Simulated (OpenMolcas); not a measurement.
Fe⁺.

| Quantity | Value |
| --- | --- |
| Program | OpenMolcas 26.06 |
| Method | CASSCF |
| Basis | ANO-RCC-VDZP [5s4p2d1f] |
| Scalar Hamiltonian | DKH2, point nucleus |
| Active space | 7 electrons in 6 orbitals (3d 4s) |
| State averaging | 2S+1 = 6 even, 6 roots; 2S+1 = 4 even, 35 roots; 2S+1 = 2 even, 58 roots |
| Spin-orbit coupling | state interaction with AMFI integrals over the reference wave functions, term energies averaged over their components |

Levels without dynamic correlation, in cm⁻¹ above 3d⁶ 4s ⁶D_9/2:

```
         Level      E
 3d⁶ 4s ⁴P_5/2  25438
 3d⁶ 4s ⁴D_7/2   9815
3d⁶ 4s ⁴H_13/2  23390
 3d⁶ 4s ⁴F_9/2  26569
```

On this reference, MS-CASPT2, IPEA 0.25 Eh, imaginary shift 0.1 Eh (closed shells correlated: 3s 3p) puts 3d⁶ 4s ⁴P_5/2 at 19610 cm⁻¹.

Problem. Estimate the other levels at that method by one scale factor, and say how well it serves.

Solution. The factor is 19610 / 25438 = 0.771. Scaled values beside those that MS-CASPT2 gives and measured ones (NIST Handbook of Basic Atomic Spectroscopic Data):
```csv
Level,Scaled,MS-CASPT2,Miss (%),Measured
3d⁶ 4s ⁴D_7/2,7567,6500,+16.4,
3d⁶ 4s ⁴H_13/2,18034,21230,-15.1,21252
3d⁶ 4s ⁴F_9/2,20485,22100,-7.3,
```
For these levels the scaled values miss MS-CASPT2 by up to 16.4 %, as correlation changes each term by its own factor, spin-orbit parts do not scale and CASPT2 has its own spread within terms. This holds within one configuration; levels of others move differently, and the target method has errors of its own against measurement.

CASPT2 breaks the degeneracy within a term, and the mean is taken; among the terms shown or strongly mixed into the levels shown the widest spread is 330 cm-1 (3d⁶ 4s ⁴H, MS-CASPT2). Over all roots computed the reference weight is 0.88 to 0.94 in MS-CASPT2; the roots of lowest weight are the least certain, and an intruder state may touch them. No level of 3d⁷ was computed, though it lies in the active space. Without dynamic correlation excited terms often stand tens of per cent too high (terms of higher spin than the ground term too low), and those without a measured partner can miss by more than the paired ones (holds for CASSCF). Computed and measured levels are paired by configuration, term and J; levels that our copy of the source lacks, or whose pairing is in doubt (as where it misses far off the trend of its configuration), stay unpaired and out of the deviations. Only configurations of the active space appear.
